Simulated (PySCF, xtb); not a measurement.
Sn(F)(NH2)3 (FH6N3Sn), SMILES [NH2][Sn]([NH2])([NH2])[F]. One conformer was computed; it need not be the lowest.

Harmonic wavenumbers (cm⁻¹) from GFN2-xTB (xtb) at its own minimum, in rising order: 92, 95, 124, 124, 126, 139, 139, 141, 341, 440, 530, 531, 740, 740, 742, 790, 797, 798, 1462, 1462, 1468, 3371, 3372, 3377, 3400, 3402, 3404.

Question: What does PBE-D3(BJ)/def2-SVP (PySCF) give at its own minimum? (Estimate from the structure and the level; the computed values follow.)

Answer: 97, 97, 147, 148, 151, 177, 177, 227, 518, 546, 546, 580, 649, 649, 658, 830, 855, 855, 1487, 1487, 1487, 3403, 3404, 3404, 3504, 3504, 3504. Paired by order, the mean absolute difference is 55 cm⁻¹ and the zero-point energies are 46.0 and 47.3 kcal/mol.
